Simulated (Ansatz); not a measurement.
Consider the formal hydrolysis of the Si–S bond: `O[Si](O)(S)[TeH]` + H₂O → `O[Si](O)(O)[TeH]` + H₂S.

Calculated with Ansatz (gas phase, PBE0-D4/def2-TZVP geometries, no zero-point term in ΔE). CCSD(T)/CBS adds triple-zeta CCSD(T) − MP2 to the extrapolated MP2 energy (def2 sets, frozen cores). This one scheme is used for every species. Functionals use def2-TZVPP. B3LYP here is the variant with VWN-RPA as its local correlation; programs differ in this. def2 core potentials past Kr. For Te outer-core shells are correlated without core-valence functions, which leaves a few kJ/mol of doubt a bond. One conformer a species, not always the lowest.

**Question.** Is it downhill or uphill in electronic energy at CCSD(T)/CBS, and by how much? (An estimate is asked.)

**Answer.** Ansatz gave: Downhill: ΔE = -0.47 eV.

**Question.** What do these levels give: PBE-D4, r2SCAN-D4, PBE0-D4, B3LYP-D4, MP2/def2-TZVPP, SCS-MP2/def2-QZVPP? (Best estimate.)

**Answer.** Ansatz gave: PBE-D4 -0.37, r2SCAN-D4 -0.50, PBE0-D4 -0.41, B3LYP-D4 -0.51, MP2/def2-TZVPP -0.47, SCS-MP2/def2-QZVPP -0.51 eV.

Largest T1 diagnostic among the species: 0.012.

In def2-TZVPP, CCSD(T) changes the Hartree–Fock value by +0.20 eV (the triples alone add +0.04 eV) and MP2 by +0.26 eV. The D4 term adds +0.07 eV with B3LYP and +0.04 eV with PBE0; it sums over pairs of atoms, weighted by their polarisabilities, and B3LYP, whose exchange is more repulsive, gets the larger term.
